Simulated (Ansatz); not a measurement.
`C[B](C)[GaH2]` at its PBE0-D4/def2-TZVP geometry, where that method's forces vanish. The species carries charge 0 and has multiplicity 1.

```xyz
12

C    -1.4737   -0.5274   -0.2139
B    -0.0102   -0.0041   -0.0256
C     0.8521    0.2791   -1.3013
Ga    0.7756    0.3097    1.8896
H    -1.8784   -1.1454    0.5902
H    -2.0905    0.3867   -0.2287
H    -1.6449   -1.0228   -1.1754
H     1.6270    1.0427   -1.2074
H     1.3855   -0.6683   -1.4859
H     0.2585    0.4715   -2.2012
H     1.6339   -0.7734    2.6594
H     0.5651    1.6517    2.7003
```

Problem. What forces (eV/Å) does B3LYP-D4/def2-TZVPP give on these atoms in the Gaussian-basis code of Ansatz? (Estimate.)

Solution. Ansatz gave: 
```
C1  -0.078  0.004  0.001
B2  -0.005 -0.002 -0.013
C3   0.057 -0.012 -0.052
Ga4  0.018  0.007  0.043
H5   0.014  0.019 -0.043
H6   0.003 -0.041 -0.004
H7  -0.001  0.010  0.046
H8  -0.037 -0.028 -0.014
H9  -0.010  0.039 -0.011
H10  0.034  0.003  0.033
H11  0.000  0.008  0.006
H12  0.005 -0.006  0.006
```

B3LYP here is the variant with VWN-RPA as its local correlation; programs differ in this.
